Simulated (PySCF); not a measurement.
C2F2N (SMILES N#C[C](F)F), doublet, geometry from GFN2-xTB, with bond 4-1 at 2.0 times its length; HF/6-31G (PySCF).

Here is a job for PySCF.
```python
from pyscf import gto, scf

mol = gto.M(
    atom='''
C     0.00264829   -0.06828774   -0.33519194
C    -0.00792577    0.20437077    1.00315867
F     1.10369101   -0.18963354   -1.05085347
F    -2.17670847   -0.41166854   -1.78061884
N    -0.01689762    0.43571527    2.13871848
''',
    basis='6-31g',
    spin=1,
    verbose=4,
)

mf = scf.UHF(mol)
mf.DIIS = scf.ADIIS
mf.kernel()
mf.analyze()
```

Q: Predict the main parts of the log of this PySCF run.

A: 
```
PySCF version 2.14.0

[INPUT] verbose = 4
[INPUT] num. atoms = 5
[INPUT] num. electrons = 37
[INPUT] charge = 0
[INPUT] spin (= nelec alpha-beta = 2S) = 1
[INPUT] symmetry False subgroup None
[INPUT] Mole.unit = angstrom
[INPUT] Symbol           X                Y                Z      unit          X                Y                Z       unit  Magmom
[...]
nuclear repulsion = 124.215256730634
number of shells = 25
number of NR pGTOs = 110
number of NR cGTOs = 45
basis = 6-31g
ecp = {}

******** <class 'pyscf.scf.uhf.UHF'> ********
method = UHF
initial guess = minao
damping factor = 0
level_shift factor = 0
DIIS = <class 'pyscf.scf.diis.ADIIS'>
diis_start_cycle = 1
diis_space = 8
diis_damp = 0
SCF conv_tol = 1e-09
SCF conv_tol_grad = None
SCF max_cycles = 50
direct_scf = True
direct_scf_tol = 1e-13
number electrons alpha = 19  beta = 18
Set gradient conv threshold to 3.16228e-05
init E= -329.05631953293

cycle= 1 E= -328.257558668146  delta_E= 0.799  |g|= 0.771  |ddm|= 1.77
cycle= 2 E= -325.903239081184  delta_E= 2.35  |g|= 1.91  |ddm|= 2.22
cycle= 3 E= -328.55983197417  delta_E= -2.66  |g|= 0.333  |ddm|= 1.77
cycle= 4 E= -328.587173581959  delta_E= -0.0273  |g|= 0.327  |ddm|= 0.525
cycle= 5 E= -328.643573173634  delta_E= -0.0564  |g|= 0.186  |ddm|= 0.363
cycle= 6 E= -328.673859559084  delta_E= -0.0303  |g|= 0.174  |ddm|= 0.313
cycle= 7 E= -328.697432947329  delta_E= -0.0236  |g|= 0.178  |ddm|= 0.316
cycle= 8 E= -328.710511014551  delta_E= -0.0131  |g|= 0.17  |ddm|= 0.273
cycle= 9 E= -328.720201508905  delta_E= -0.00969  |g|= 0.131  |ddm|= 0.236
cycle= 10 E= -328.727401332974  delta_E= -0.0072  |g|= 0.072  |ddm|= 0.149
cycle= 11 E= -328.72882374842  delta_E= -0.00142  |g|= 0.0639  |ddm|= 0.109
cycle= 12 E= -328.730570596329  delta_E= -0.00175  |g|= 0.0277  |ddm|= 0.0659
cycle= 13 E= -328.730784682563  delta_E= -0.000214  |g|= 0.0266  |ddm|= 0.0446
cycle= 14 E= -328.731082497094  delta_E= -0.000298  |g|= 0.0125  |ddm|= 0.028
cycle= 15 E= -328.731127113325  delta_E= -4.46e-05  |g|= 0.012  |ddm|= 0.0198
cycle= 16 E= -328.731187055963  delta_E= -5.99e-05  |g|= 0.00588  |ddm|= 0.0128
cycle= 17 E= -328.731197533644  delta_E= -1.05e-05  |g|= 0.00565  |ddm|= 0.00913
cycle= 18 E= -328.731210936663  delta_E= -1.34e-05  |g|= 0.00299  |ddm|= 0.00622
cycle= 19 E= -328.731213849857  delta_E= -2.91e-06  |g|= 0.00288  |ddm|= 0.00454
cycle= 20 E= -328.731217377493  delta_E= -3.53e-06  |g|= 0.00168  |ddm|= 0.00329
cycle= 21 E= -328.731218444476  delta_E= -1.07e-06  |g|= 0.00159  |ddm|= 0.00246
cycle= 22 E= -328.731219513176  delta_E= -1.07e-06  |g|= 0.00112  |ddm|= 0.00197
cycle= 23 E= -328.731220062091  delta_E= -5.49e-07  |g|= 0.000974  |ddm|= 0.00153
cycle= 24 E= -328.731220457682  delta_E= -3.96e-07  |g|= 0.000848  |ddm|= 0.00134
cycle= 25 E= -328.731220784422  delta_E= -3.27e-07  |g|= 0.000687  |ddm|= 0.0011
cycle= 26 E= -328.731220993116  delta_E= -2.09e-07  |g|= 0.000647  |ddm|= 0.000979
cycle= 27 E= -328.731221180332  delta_E= -1.87e-07  |g|= 0.00056  |ddm|= 0.000863
cycle= 28 E= -328.73122132141  delta_E= -1.41e-07  |g|= 0.000519  |ddm|= 0.000787
cycle= 29 E= -328.731221439686  delta_E= -1.18e-07  |g|= 0.000479  |ddm|= 0.000716
cycle= 30 E= -328.731221542443  delta_E= -1.03e-07  |g|= 0.000434  |ddm|= 0.000661
cycle= 31 E= -328.731221627839  delta_E= -8.54e-08  |g|= 0.000403  |ddm|= 0.0006
cycle= 32 E= -328.731221702273  delta_E= -7.44e-08  |g|= 0.000374  |ddm|= 0.000562
cycle= 33 E= -328.731221766678  delta_E= -6.44e-08  |g|= 0.000351  |ddm|= 0.000519
cycle= 34 E= -328.731221822834  delta_E= -5.62e-08  |g|= 0.000338  |ddm|= 0.000499
cycle= 35 E= -328.73122187595  delta_E= -5.31e-08  |g|= 0.000313  |ddm|= 0.000464
cycle= 36 E= -328.731221923003  delta_E= -4.71e-08  |g|= 0.000297  |ddm|= 0.00044
cycle= 37 E= -328.731221964391  delta_E= -4.14e-08  |g|= 0.000293  |ddm|= 0.000423
cycle= 38 E= -328.731222004147  delta_E= -3.98e-08  |g|= 0.000283  |ddm|= 0.000415
[...]
cycle= 41 E= -328.731222110538  delta_E= -3.29e-08  |g|= 0.000255  |ddm|= 0.000367
cycle= 42 E= -328.731222142258  delta_E= -3.17e-08  |g|= 0.000249  |ddm|= 0.000363
cycle= 43 E= -328.731222172949  delta_E= -3.07e-08  |g|= 0.000242  |ddm|= 0.00035
cycle= 44 E= -328.731222202044  delta_E= -2.91e-08  |g|= 0.000239  |ddm|= 0.000347
cycle= 45 E= -328.731222230146  delta_E= -2.81e-08  |g|= 0.000236  |ddm|= 0.000339
cycle= 46 E= -328.731222257414  delta_E= -2.73e-08  |g|= 0.000233  |ddm|= 0.000339
cycle= 47 E= -328.731222284052  delta_E= -2.66e-08  |g|= 0.000229  |ddm|= 0.000331
cycle= 48 E= -328.731222310247  delta_E= -2.62e-08  |g|= 0.000224  |ddm|= 0.000327
cycle= 49 E= -328.731222335281  delta_E= -2.5e-08  |g|= 0.000222  |ddm|= 0.00032
cycle= 50 E= -328.731222359825  delta_E= -2.45e-08  |g|= 0.00022  |ddm|= 0.00032
SCF not converged.
SCF energy = -328.731222359825 after 50 cycles  <S^2> = 0.75246465  2S+1 = 2.0024631
**** SCF Summaries ****
Total Energy =                        -328.731222359825438
Nuclear Repulsion Energy =             124.215256730634223
One-electron Energy =                 -699.695222639634267
Two-electron Energy =                  246.748743549174634
Two-electron Coulomb Energy =          283.678153559636712
DFT Exchange-Correlation Energy =      -36.929410010462078
**** MO energy ****
                             alpha | beta                alpha | beta
[...]
To work with the spin densities directly, `use mulliken_meta_spin()` only printing them here.

 ** Mulliken spin pop alpha/beta on meta-lowdin orthogonal AOs **
 ** Mulliken Spin Density (per AO)  **
spin_pop of  0 C 1s        0.00000
spin_pop of  0 C 2s        0.00658
spin_pop of  0 C 3s       -0.00092
spin_pop of  0 C 2px       0.01055
spin_pop of  0 C 2py      -0.00149
spin_pop of  0 C 2pz       0.00158
spin_pop of  0 C 3px      -0.00018
spin_pop of  0 C 3py      -0.00001
spin_pop of  0 C 3pz       0.00020
spin_pop of  1 C 1s        0.00000
spin_pop of  1 C 2s       -0.00258
spin_pop of  1 C 3s        0.00004
spin_pop of  1 C 2px      -0.01741
spin_pop of  1 C 2py      -0.01348
spin_pop of  1 C 2pz      -0.00185
spin_pop of  1 C 3px       0.00001
spin_pop of  1 C 3py      -0.00000
spin_pop of  1 C 3pz      -0.00008
spin_pop of  2 F 1s        0.00000
spin_pop of  2 F 2s       -0.00007
spin_pop of  2 F 3s        0.00002
spin_pop of  2 F 2px      -0.00092
spin_pop of  2 F 2py      -0.00136
spin_pop of  2 F 2pz      -0.00038
spin_pop of  2 F 3px      -0.00002
spin_pop of  2 F 3py      -0.00000
spin_pop of  2 F 3pz       0.00002
spin_pop of  3 F 1s       -0.00000
spin_pop of  3 F 2s        0.00058
spin_pop of  3 F 3s       -0.00036
spin_pop of  3 F 2px       0.63839
spin_pop of  3 F 2py       0.01780
spin_pop of  3 F 2pz       0.32264
spin_pop of  3 F 3px       0.00083
spin_pop of  3 F 3py       0.00020
spin_pop of  3 F 3pz       0.00049
spin_pop of  4 N 1s       -0.00000
spin_pop of  4 N 2s        0.00123
spin_pop of  4 N 3s       -0.00005
spin_pop of  4 N 2px       0.02192
spin_pop of  4 N 2py       0.01632
spin_pop of  4 N 2pz       0.00171
spin_pop of  4 N 3px       0.00005
spin_pop of  4 N 3py      -0.00001
spin_pop of  4 N 3pz       0.00000
 ** Mulliken Spin Density (per atom)  **
spin density of  0 C =      0.01631
spin density of  1 C =     -0.03535
spin density of  2 F =     -0.00272
spin density of  3 F =      0.98058
spin density of  4 N =      0.04119
 ** Mulliken pop alpha/beta on meta-lowdin orthogonal AOs **
 ** Mulliken pop       alpha | beta **
In total            19.00000 | 18.00000
 ** Mulliken atomic charges   ( Nelec_alpha | Nelec_beta ) **
charge of  0C =      0.23546  (     2.89042      2.87411 )
charge of  1C =      0.05264  (     2.95600      2.99136 )
charge of  2F =     -0.19860  (     4.59794      4.60066 )
charge of  3F =     -0.01782  (     4.99920      4.01862 )
charge of  4N =     -0.07168  (     3.55644      3.51525 )
Dipole moment(X, Y, Z, Debye):  0.75282, -0.02514, -0.20571
```

Convergence was not reached.
